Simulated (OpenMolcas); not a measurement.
**SnSiH4ClF (SMILES [F][SnH]([SiH3])[Cl]): the vertical ionisation energy, rung by rung**

SnSiH4ClF: 8 atoms, total charge 0, spin state singlet. As SMILES, `[F][SnH]([SiH3])[Cl]`. The shape is that of a PBE0-D4/def2-TZVP optimisation.

Quantity: the vertical ionisation energy (to the doublet cation), in eV. The values are calculated.

```csv
level,kind,program,value (eV),CPU time (all runs)
HF/def2-SVP (core potential),Hartree–Fock,OpenMolcas,10.34,47 s
PBE/def2-SVP (core potential),GGA,OpenMolcas,9.84,2.2 min
revPBE/def2-SVP (core potential),GGA,OpenMolcas,9.81,2.1 min
M06-L/def2-SVP (core potential),meta-GGA,OpenMolcas,10.13,2.9 min
r2SCAN/def2-SVP (core potential),meta-GGA,OpenMolcas,10.14,3 min
B3LYP/def2-SVP (core potential),global hybrid,OpenMolcas,10.21,2.2 min
M06-2X/def2-SVP (core potential),hybrid meta-GGA,OpenMolcas,10.57,2.6 min
PBE0/def2-SVP (core potential),global hybrid,OpenMolcas,10.32,2 min
```

Spin-orbit coupling, which can split open shells on such heavy atoms by tenths of an eV, is left out. The values span 9.81 to 10.57 eV. Times are those of the runs behind each value, whatever else they computed, on shared processors of several kinds: orders of magnitude only.
